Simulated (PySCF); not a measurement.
A structure optimised at B3LYP-D3(BJ)/def2-SVP, used in a PySCF frequency run:

```xyz
4

Cl     1.7732    -1.0238    -0.2952
Ge     0.0000     0.0000     0.4704
Cl    -1.7732    -1.0238    -0.2952
Cl     0.0000     2.0475    -0.2952
```
Charge 0, spin multiplicity 2.

Task: Write its SMILES, formula and point group.

Result: [Cl][Ge]([Cl])[Cl], Cl3Ge, C3v

Task: What are its rotational constants (standard atomic weights)?

Result: 2.0360, 2.0360, 1.1335 GHz
